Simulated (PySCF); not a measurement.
**Re(72+): ionisation energy**

Re(72+) [He] 2s1 [2s1/2^1, M_J = 1/2] → Re(73+) 1s2, as a difference of total energies. Calculation: PySCF 2.14, in an uncontracted even-tempered set (16 s from 60 bohr⁻², ratio 2.4; 13 p from 79 bohr⁻², ratio 2.4; 5 d from 240 bohr⁻², ratio 2.6; 4 f from 360 bohr⁻², ratio 2.6); the two-component X2C-1e Hamiltonian. Correlated levels: nothing frozen; the 28 highest virtual spinors dropped. "Screened" scales the spin-orbit matrix elements by Boettger's factors to mimic the two-electron term; Breit and QED terms are absent.

```json
{"method": "GHF (screened spin-orbit)", "ionisation energy (eV)": "20324.9"}
{"method": "GMP2 (screened spin-orbit)", "ionisation energy (eV)": "20325.2"}
```

For this ion Breit and QED terms and the two-electron picture change, all absent here, outweigh the correlation shift from GHF to GMP2.

For comparison: 20297.4 ± 0.21 eV (theoretical estimate listed by NIST; NIST Atomic Spectra Database, ionization energies).
